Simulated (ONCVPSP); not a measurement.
selenium: variants of one ONCV potential

Base potential:

ONCVPSP 4.0.1 input, shortened (lines: element, Z, core and valence counts, functional; n l f; lmax; l rc ep ncon nbas qcut; lloc lpopt rc5 dvloc0; l nproj debl; icmod fcfact rcfact), PBE, scalar-relativistic:

```
  Se 34.00    5    3        4      upf
    1    0    2.00
    2    0    2.00
    2    1    6.00
    3    0    2.00
    3    1    6.00
    3    2   10.00
    4    0    2.00
    4    1    4.00
    2
    0    1.25    0.00    3    8    4.40
    1    1.50    0.00    4    9    4.70
    2    0.70    0.00    4    9   19.40
    4    1    0.45    0.00
    0    2    1.20
    1    2    2.10
    2    3    4.00
    1    0.25    0.00
```

All-electron outer shells of the reference configuration (PBE, scalar-relativistic, ld1.x):

| shell | level (eV) | outermost node (bohr) | outermost maximum (bohr) |
| --- | --- | --- | --- |
| 3s | -213.51 | 0.24 | 0.50 |
| 3p | -152.98 | 0.21 | 0.50 |
| 3d | -53.12 | – | 0.45 |
| 4s | -17.29 | 0.70 | 1.51 |
| 4p | -6.51 | 0.74 | 1.82 |

Cutoffs, loose and tight: the cutoffs (Ha) at which the residual kinetic energy of the hardest occupied pseudo-wave falls to 1 and 0.1 mHa per electron. They do not see the model core or the augmentation charge, which bear on the density cutoff. Test errors are all-electron minus pseudo excitation energies from the reference, over the configurations 3d10 4s2 4p3; 3d10 4s2 4p2; 3d10 4s2 4p1; 3d10 4s1 4p4. A dash means not determined; rows that change the core or the reference have their own tests.

A true bound ghost makes a file unfit for plane-wave use even where its test errors are small: the radial tests pick states by their node count and pass the ghost by.

```json
{"change": "base", "outcome": "generated", "cutoff, loose": "171 Ha", "cutoff, tight": "237 Ha", "bound ghosts": "s, p", "GHOST(+) flags above zero": "s", "largest test error (meV)": "-10"}
{"change": "s: qcut 2.9", "outcome": "generated", "cutoff, loose": "171 Ha", "cutoff, tight": "237 Ha", "bound ghosts": "s, p", "GHOST(+) flags above zero": "s", "largest test error (meV)": "-10"}
{"change": "s: qcut 3.4", "outcome": "generated", "cutoff, loose": "171 Ha", "cutoff, tight": "237 Ha", "bound ghosts": "s, p", "GHOST(+) flags above zero": "s", "largest test error (meV)": "-10"}
{"change": "s: qcut 4", "outcome": "generated", "cutoff, loose": "171 Ha", "cutoff, tight": "237 Ha", "bound ghosts": "s, p", "GHOST(+) flags above zero": "s", "largest test error (meV)": "-10"}
{"change": "s: qcut 4.6", "outcome": "generated", "cutoff, loose": "171 Ha", "cutoff, tight": "237 Ha", "bound ghosts": "s, p", "GHOST(+) flags above zero": "s", "largest test error (meV)": "-10"}
{"change": "s: qcut 5.1", "outcome": "generated", "cutoff, loose": "171 Ha", "cutoff, tight": "237 Ha", "bound ghosts": "s, p", "GHOST(+) flags above zero": "s", "largest test error (meV)": "-9.7"}
{"change": "s: qcut 5.9", "outcome": "generated", "cutoff, loose": "171 Ha", "cutoff, tight": "237 Ha", "bound ghosts": "s, p", "GHOST(+) flags above zero": "s", "largest test error (meV)": "-9.8"}
{"change": "s: qcut 6.6", "outcome": "generated", "cutoff, loose": "171 Ha", "cutoff, tight": "237 Ha", "bound ghosts": "s, p", "GHOST(+) flags above zero": "s", "largest test error (meV)": "-9.7"}
```

Reading the sweep of the qcut of the s channel (base included, trends over the rows without a ghost): Bound ghosts are found at 2.9, 3.4, 4, 4.4, 4.6, 5.1, 5.9, 6.6 1/bohr. Every judged row has one, so this setting neither creates nor removes them.
